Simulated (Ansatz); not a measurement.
C4H11GaSi (`C=[C]([GaH2])C[SiH2]C`) from Hartree–Fock to CCSD(T)

Cartesian coordinates in Å:
```
C 0.975 1.659 -0.794
C 1.129 0.520 -0.110
Ga 2.316 -0.835 -0.891
C 0.412 0.257 1.175
Si -1.032 -0.910 0.837
C -2.351 -0.074 -0.187
H 0.360 2.480 -0.422
H 1.459 1.823 -1.752
H 2.769 -2.084 -0.053
H 2.835 -0.593 -2.354
H 1.062 -0.230 1.909
H 0.028 1.178 1.630
H -0.485 -2.087 0.092
H -1.607 -1.407 2.119
H -2.797 0.759 0.362
H -3.148 -0.774 -0.447
H -1.924 0.319 -1.113
```

Charge 0, multiplicity 1. Correlated methods include outer-core shells of Ga, which these sets cover unevenly. Scalar relativity is left out up to krypton. All single points use the PBE0-D4/def2-TZVP geometry. It is one conformer, not always the lowest. Frozen core, restricted reference, the Gaussian-basis code of Ansatz.

```json
{"basis": "def2-SVP", "HF (Eh)": "?", "MP2 corr.": "?", "CCSD corr.": "-0.93965", "(T)": "-0.03220", "CCSD(T) total": "?"}
{"basis": "def2-TZVPP", "HF (Eh)": "-2370.09742", "MP2 corr.": "-1.03906", "CCSD corr.": "?", "(T)": "-0.04689", "CCSD(T) total": "?"}
{"basis": "def2-QZVPP", "HF (Eh)": "?", "MP2 corr.": "-1.33790", "CCSD corr.": "–", "(T)": "–", "CCSD(T) total": "–"}
```

Fill in the withheld values. (An estimate is asked.)

Ansatz gave: def2-SVP HF (Eh): -2369.57391; def2-SVP MP2 corr.: -0.87455; def2-SVP CCSD(T) total: -2370.54576; def2-TZVPP CCSD corr.: -1.09802; def2-TZVPP CCSD(T) total: -2371.24233; def2-QZVPP HF (Eh): -2370.15404.
